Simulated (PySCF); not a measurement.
Isomers of C5H11B, from PBE0-D3(BJ)/def2-SVP geometry optimisation, gas phase (PySCF). One conformer each, no zero-point energy, no frequencies.

Question: Which is lowest in electronic energy at this level?
A. `[CH3:1][BH:2][CH2:3]/[CH:4]=[CH:5]/[CH3:6]` with C1–B2–C3–C4 156°, B2–C3–C4–C5 -127°: A = 13718, B = 1181, C = 1175 MHz, dipole 0.57 D
B. `[CH2:1]=[CH:2][CH2:3][B:4]([CH3:5])[CH3:6]` with C1–C2–C3–B4 96°, C2–C3–B4–C5 75°: A = 4814, B = 2269, C = 1907 MHz, dipole 0.39 D
C. `[CH3:1][B:2]1[CH2:3][CH2:4][CH2:5][CH2:6]1` with C1–B2–C3–C4 172°, B2–C3–C4–C5 30°, C3–C4–C5–C6 -39°, C4–C5–C6–B2 31°: A = 6211, B = 2777, C = 2078 MHz, dipole 0.31 D
D. `[CH3:1][BH:2][CH2:3]/[CH:4]=[CH:5]\[CH3:6]` with C1–B2–C3–C4 159°, B2–C3–C4–C5 100°: A = 8609, B = 1462, C = 1356 MHz, dipole 0.69 D

Answer: C. That is `C1CCCB1C`, 20.0 kcal/mol below the next.

```csv
SMILES,mapped SMILES,E (Eh),relative (kcal/mol),relative (kJ/mol),dipole (D)
CB1CCCC1,[CH3:1][B:2]1[CH2:3][CH2:4][CH2:5][CH2:6]1,-221.59410,0.0,0.0,0.31
C=CCB(C)C,[CH2:1]=[CH:2][CH2:3][B:4]([CH3:5])[CH3:6],-221.56225,20.0,83.6,0.39
CBC/C=C/C,[CH3:1][BH:2][CH2:3]/[CH:4]=[CH:5]/[CH3:6],-221.54775,29.1,121.7,0.57
CBC/C=C\C,[CH3:1][BH:2][CH2:3]/[CH:4]=[CH:5]\[CH3:6],-221.54539,30.6,127.9,0.69
```

As drawn, the highest has a C=C bond outside aromatic rings, which the lowest lacks.
